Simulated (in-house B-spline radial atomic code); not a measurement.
Values are calculated unless marked as measured or tabulated.
# Extrapolating the RPA correlation energy in partial waves: Cs V (Cs4+)

All-electron RPA on r2SCAN orbitals from an all-electron radial atomic-structure program (B-spline basis), scalar-relativistic (spin-free one-electron X2C), finite nucleus, configuration [Kr] 4d10 5s2 5p3, highest spin. Spin-orbit coupling, left out, splits p levels strongly here. With empty states up to angular momentum L the sums are:

```tsv
L	E_c(L) (hartree)
4	-3.413238
5	-3.703297
6	-3.846007
7	-3.922216
8	-3.963795
```

For large l each further wave adds A/(l + 1/2)⁴, because the basis must build the cusp where two electrons meet.

Question: Estimate the limit from L = 7 and L = 8.

Answer: Wave 8 adds -0.041579, against a sum of (l + 1/2)⁻⁴ of 1.91569e-04, so A = -217.04. The sum over l > 8 is ζ(4, 9.5) = 4.5445e-04, close to 1/(3 × 9³) = 4.5725e-04. The tail is -0.098637 and the limit -4.06243 hartree.

Question: How good is the estimate?

Answer: A run to L = 11 sums to -4.01382 and extrapolates to -4.04774 hartree, 2.63 millihartree from the run before, so it has not settled and is itself too deep. The estimate differs from that by -14.70 millihartree, while the bare sum at L = 8 misses 83.9 millihartree (2.1 %).
